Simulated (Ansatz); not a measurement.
`F[SiH2]N([SiH3])[SiH3]` + `[OH][GaH2]` → `[SiH3][O][GaH2]` + `F[SiH2]N[SiH3]` at 700 K and 1 bar (ligand exchange at the Si–N bond).

Isolated molecules relaxed with PBE0-D4/def2-TZVP in Ansatz; ΔE leaves out vibrations. CCSD(T)/CBS is the MP2 limit (def2-TZVPP, def2-QZVPP) plus CCSD(T) − MP2 in def2-TZVPP, frozen cores. This one scheme is used for every species. For Ga outer-core shells are correlated without core-valence functions, which leaves a few kJ/mol of doubt a bond. Scalar relativity is left out up to krypton. One conformer a species, not always the lowest.

```csv
species,CCSD(T)/CBS energy (Eh),H − E (kJ/mol),S (J/(mol·K))
`F[SiH2]N([SiH3])[SiH3]`,-1026.67748,304.1,548.1
`[OH][GaH2]`,-2000.92981,111.5,322.8
`[SiH3][O][GaH2]`,-2291.24790,176.8,427.2
`F[SiH2]N[SiH3]`,-736.37696,238.5,454.3
```

H − E and S are ideal-gas, rigid-rotor, harmonic terms from PBE0-D4/def2-TZVP, for one conformer and one mirror image of each species. 1 Eh = 2625.50 kJ/mol, R = 8.31446 J/(mol·K).

By hand: ΔE, ΔH, ΔS and ΔG.

ΔE = (-2291.24790) + (-736.37696) − (-1026.67748) − (-2000.92981) = -0.01757 Eh = -46.1 kJ/mol. Δ(H − E) = 176.8 + 238.5 − 304.1 − 111.5 = -0.3, so ΔH = -46.4 kJ/mol. ΔS = 427.2 + 454.3 − 548.1 − 322.8 = 10.6 J/(mol·K). ΔG = -46.4 − 700 × (10.6)/1000 = -53.8 kJ/mol.

By hand: the equilibrium constant, and the temperature at which ΔG would vanish if ΔH and ΔS stayed fixed.

log₁₀ K = −ΔG/(RT ln 10) = 4.0. ΔH and −TΔS have one sign here, so there is no such temperature.

The number of gas molecules stays the same, so ΔS is small and ΔH decides. A doubt of 5 kJ/mol in ΔE shifts log₁₀ K by 0.4 here. Other conformers and mirror images would add mixing entropy, several J/(mol·K) or more a flexible species. Modes under 60 cm⁻¹, often nearly free rotors, make the harmonic entropy too high. These are equilibria of isolated gas molecules and say nothing of rates. Largest T1 diagnostic: 0.015 (customary marks: 0.02 for closed shells, 0.045 for open ones).

ΔS is within the doubt of such terms, so its sign, and with it that verdict, could turn.
